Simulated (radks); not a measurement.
Computed order of ionisation of silver. At each step one electron was removed from each of the four highest sub-shells of the ion before, moves of one valence electron (up to charge 6) and the configuration listed by NIST were tried, and the lowest configuration was kept. Method: scalar-relativistic Kohn-Sham, BLYP, spin-polarised, spherical densities, finite nucleus; Fermi nuclear charge, rms radius of each element as measured or else 0.836 A^(1/3) + 0.57 fm; computed with a radial shooting solver on a logarithmic mesh with Libxc functionals. Open shells are filled with parallel spins first.

species  lowest configuration found  NIST configuration  margin to the next tried (eV)  IE (eV)  NIST IE (eV)       kind
Ag                    [Kr] 4d10 5s1                same                          3.886    8.002         7.576       exp.
Ag+                       [Kr] 4d10                same                          4.714   21.861        21.484       exp.
Ag2+                       [Kr] 4d9                same                          7.928   35.481          34.8  semi-emp.
Ag3+                       [Kr] 4d8                same                         11.484   50.448            49     theory
Ag4+                       [Kr] 4d7                same                         15.305   66.536            65     theory
Ag5+                       [Kr] 4d6                same                         19.340   83.599            82     theory
Ag6+                       [Kr] 4d5                same                         28.818   106.72           106     theory
Ag7+                       [Kr] 4d4                same                         52.001   126.19           125     theory
Ag8+                       [Kr] 4d3                same                         53.737   146.40           145     theory
Ag9+                       [Kr] 4d2                same                         55.589   167.29           167     theory
Ag10+                      [Kr] 4d1                same                         57.588   188.77           188     theory
Ag11+                          [Kr]                same                         59.789   273.01         271.5  semi-emp.
Ag12+             [Ar] 3d10 4s2 4p5                same                         40.899   297.14           294     theory
Ag13+             [Ar] 3d10 4s2 4p4                same                         41.458   321.42           321     theory

Reference values: NIST Atomic Spectra Database (exp. = measured, semi-emp. = semi-empirical, theory = theoretical value adopted there). Open shells are spherical and high-spin; term and fine-structure splittings are not resolved.
